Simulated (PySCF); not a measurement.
This PySCF input asks for the NMR shieldings of `N#C[C@@H]1CCC[C@@H](Cl)CC1`, C8H12ClN; the geometry comes from GFN2-xTB.

```python
import basis_set_exchange as bse
import numpy as np
from pyscf import gto, dft
from pyscf.prop import nmr

atoms = """
N     2.188813   -2.097438    2.097965
C     1.823997   -1.591011    1.139883
C     1.335124   -0.932906   -0.050297
C     1.436060    0.589345    0.167519
C     0.495218    1.418097   -0.707373
C    -0.873820    1.631985   -0.063712
C    -1.792692    0.417182   -0.057657
Cl   -2.399932    0.129609   -1.728502
C    -1.187978   -0.872510    0.490626
C    -0.072847   -1.462471   -0.372893
H     1.995165   -1.224457   -0.876580
H     1.232361    0.819823    1.216226
H     2.469584    0.884952   -0.025661
H     0.945849    2.401963   -0.852579
H     0.378142    0.966095   -1.692320
H    -0.733696    1.948880    0.973511
H    -1.389436    2.440620   -0.586185
H    -2.689527    0.661158    0.520095
H    -1.991753   -1.607971    0.566132
H    -0.823024   -0.682730    1.502338
H    -0.299335   -1.271652   -1.422214
H    -0.056686   -2.547178   -0.239173
"""
names = dict.fromkeys(["N", "C", "Cl", "H"], "pcSseg-1")
basis = {el: gto.basis.parse(bse.get_basis(n, elements=[el], fmt="nwchem")) for el, n in names.items()}
mol = gto.M(atom=atoms, basis=basis, charge=0, verbose=0)
mf = dft.RKS(mol, xc="PBE0")
mf.grids.level = 2
mf.grids.alignment = dft.numint.BLKSIZE   # the property module wants whole blocks of grid points
mf.conv_tol = 1e-9
mf.kernel()

calc = nmr.RKS(mf)   # GIAO
C = mf.mo_coeff
Co = C[:, mf.mo_occ > 0]
resp = mf.gen_response(singlet=True, hermi=2)
def vind(x):   # induced exchange potential for any number of trial vectors
    d = np.einsum("pi,xij,qj->xpq", C, 2 * x.reshape(-1, C.shape[1], Co.shape[1]), Co, optimize=True)
    return np.einsum("xpq,pi,qj->xij", resp(d - d.transpose(0, 2, 1)), C, Co, optimize=True).ravel()
mo1, _ = nmr.rhf.solve_mo1(calc, with_cphf=vind)
sigma = calc.kernel(mo1)
for i, s in enumerate(sigma):   # ppm
    w = np.linalg.eigvalsh((s + s.T) / 2)
    print("%2d %-2s iso %8.1f  s11 %8.1f  s22 %8.1f  s33 %8.1f" % (i, mol.atom_pure_symbol(i), w.mean(), *w))
```

Question: Give the expected output.

Answer: 
```
 0 N  iso    -27.4  s11   -198.0  s22   -173.6  s33    289.3
 1 C  iso     58.0  s11    -66.7  s22    -55.1  s33    295.7
 2 C  iso    159.6  s11    148.0  s22    162.2  s33    168.7
 3 C  iso    150.9  s11    133.9  s22    148.3  s33    170.5
 4 C  iso    165.1  s11    152.2  s22    164.4  s33    178.6
 5 C  iso    141.1  s11    134.5  s22    135.6  s33    153.3
 6 C  iso    120.0  s11     87.8  s22    116.0  s33    156.3
 7 Cl iso    804.7  s11    551.4  s22    801.0  s33   1061.6
 8 C  iso    153.3  s11    145.2  s22    147.6  s33    166.9
 9 C  iso    159.9  s11    143.6  s22    161.4  s33    174.8
10 H  iso     29.2  s11     25.5  s22     26.5  s33     35.6
11 H  iso     30.3  s11     26.8  s22     29.8  s33     34.2
12 H  iso     29.3  s11     23.6  s22     28.6  s33     35.7
13 H  iso     30.1  s11     23.3  s22     28.7  s33     38.5
14 H  iso     30.0  s11     26.9  s22     29.7  s33     33.4
15 H  iso     30.1  s11     25.9  s22     28.2  s33     36.2
16 H  iso     29.4  s11     24.2  s22     28.5  s33     35.6
17 H  iso     27.2  s11     22.7  s22     25.9  s33     32.9
18 H  iso     29.6  s11     23.7  s22     28.4  s33     36.9
19 H  iso     29.7  s11     25.9  s22     28.6  s33     34.7
20 H  iso     29.0  s11     24.1  s22     29.3  s33     33.6
21 H  iso     29.9  s11     24.1  s22     28.8  s33     37.0
```

These numbers come from an equivalent density-fitted implementation of the same equations, which agrees with the script to about 0.01 ppm for H and up to a few tenths of a ppm for heavy atoms, so last digits may differ.

Question: Turn these shieldings into chemical shifts. Shifts are taken against calculated references (same method and geometry level): ¹⁵N (267.73 ppm) vs NH3; ¹³C (186.93 ppm) and ¹H (31.72 ppm) vs TMS; ³⁵Cl (949.78 ppm) vs HCl.

Answer: Averaging equivalent atoms: N 0: 295.2; C 1: 129.0; C 6: 66.9; C 5: 45.8; C 3: 36.0; C 8: 33.7; C 2: 27.3; C 9: 27.0; C 4: 21.8; Cl 7: 145; H 17: 4.53; H 20: 2.73; H 10: 2.53; H 12: 2.41; H 16: 2.27; H 18: 2.08; H 19: 1.97; H 21: 1.77; H 14: 1.71; H 15: 1.60; H 13: 1.57; H 11: 1.45 ppm. Experimental scales use liquid or dissolved standards, which lie at an offset from isolated NH3 (liquid NH3: subtract about 20 ppm). Unscaled 15N shifts of sp2 nitrogen come out 20 to 40 ppm too high even then.

Size and cost of the density-fitted run: 237 basis functions, 69 s wall time on 1 thread of an Arm Neoverse V1, shared host.
